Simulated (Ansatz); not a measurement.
`CN(C)CO` + `NB(F)S` → `CNB(F)S` + `CNCO`  (substitution at a C–N bond)

Program: Ansatz. Geometries: PBE0-D4/def2-TZVP. ΔE: electronic, gas phase. CCSD(T)/CBS adds triple-zeta CCSD(T) − MP2 to the extrapolated MP2 energy (def2 sets, frozen cores). This one scheme is used for every species. One conformer a species, not always the lowest.

`CN(C)CO`:

```xyz
14

C     0.400    1.335   -0.189
N    -0.001    0.059    0.361
C     1.136   -0.783    0.649
C    -0.978   -0.605   -0.461
O    -2.205    0.069   -0.446
H     1.003    1.881    0.540
H     0.994    1.226   -1.114
H    -0.486    1.927   -0.419
H     1.800   -0.273    1.351
H     0.805   -1.716    1.110
H     1.729   -1.034   -0.249
H    -1.076   -1.634   -0.090
H    -0.684   -0.649   -1.523
H    -2.436    0.197    0.480
```

`NB(F)S`:

Cartesian coordinates in Å:
```
N -0.943 0.267 -0.679
B 0.173 -0.230 -0.008
F 0.694 -1.402 -0.389
S 0.935 0.686 1.374
H -1.388 1.137 -0.450
H -1.366 -0.234 -1.440
H 1.895 -0.224 1.593
```

`CNB(F)S`:

```xyz
10

C     0.603   -0.620   -1.304
N     0.025   -0.587    0.020
B    -0.345    0.561    0.717
F    -0.173    1.766    0.157
S    -1.067    0.449    2.393
H    -0.027   -1.179   -2.002
H     0.702    0.398   -1.679
H     1.598   -1.076   -1.296
H    -0.108   -1.486    0.452
H    -1.209    1.774    2.542
```

`CNCO`:

```xyz
11

C     1.437   -0.011    0.090
N     0.083    0.152    0.575
C    -0.922   -0.040   -0.437
O    -2.198   -0.062    0.135
H     2.141    0.171    0.903
H     1.703    0.656   -0.746
H     1.583   -1.040   -0.249
H    -0.037    1.065    0.997
H    -0.685   -0.981   -0.956
H    -0.955    0.759   -1.194
H    -2.151   -0.669    0.881
```

```tsv
level	ΔE (kJ/mol)
SCS-MP2/def2-TZVPP	17.1
HF/CBS(def2)	8.3
```

Q: What does CCSD(T)/CBS give? (Best estimate.)

A: Computed: +16.6 kJ/mol. The listed levels differ from it by 0.5, -8.3 kJ/mol.

Largest T1 diagnostic among the species: 0.012.

The D4 term adds +3.9 kJ/mol with B3LYP and +2.1 kJ/mol with PBE0; it sums over pairs of atoms, weighted by their polarisabilities, and B3LYP, whose exchange is more repulsive, gets the larger term. In def2-TZVPP, CCSD(T) changes the Hartree–Fock value by +9.0 kJ/mol (the triples alone add +1.6 kJ/mol) and MP2 by +12.1 kJ/mol.

B3LYP here is the variant with VWN-RPA as its local correlation; programs differ in this.
